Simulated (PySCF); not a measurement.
GaH2, SMILES [GaH2+], charge +1.

Geometry: B3LYP-D3(BJ)/def2-TZVPD. The spin state was assumed, not searched. The isomer is the one that the SMILES or the coordinates give; other isomers of the formula were not compared.

The numbers are results of PySCF with PBE/def2-TZVPD, not measurements.

Isolated molecule, no solvent.

```json
{
 "total_energy": "-1925.43220 hartree",
 "point_group": "D∞h",
 "highest_occupied_level": "-15.40 eV",
 "lowest_empty_level": "-9.23 eV",
 "orbital_gap": "6.16 eV",
 "dipole_moment_about_the_centre_of_nuclear_charge": "0.00 D",
 "mean_static_polarisability": "20.2 bohr³ (2.99 Å³)",
 "polarisability_principal_values": "16.5, 16.5, 27.6 bohr³"
}
```
